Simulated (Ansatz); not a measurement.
Basis-set extrapolation for `[SiH3][SiH2]B1C[SiH2]1` (PBE0-D4/def2-TZVP geometry, frozen core, the Gaussian-basis code of Ansatz). Multiplicity 1, RHF reference.

```
                      def2-TZVPP   def2-QZVPP
                 HF  -934.556109  -934.585386
    MP2 correlation    -0.646891    -0.690283
CCSD(T) correlation    -0.754812      not run
```

Energies in hartree. Use E(X) = E(∞) + A·exp(−7.88·√X) for Hartree–Fock and E(X) = E(∞) + B·X^(−2.97) for correlation, with X = 3 and 4, and add CCSD(T) minus MP2 of the smaller set to the MP2 limit.

Question: What is the CCSD(T) energy at the basis-set limit?

Answer: HF limit: -934.585386 + (-0.029277) × 0.13774 = -934.58942. MP2 limit: -0.690283 + (-0.043392) × 0.74074 = -0.72243. Higher-order term: -0.754812 − (-0.646891) = -0.10792. Total: -935.41977 hartree, 68.3 kcal/mol below CCSD(T)/def2-TZVPP.
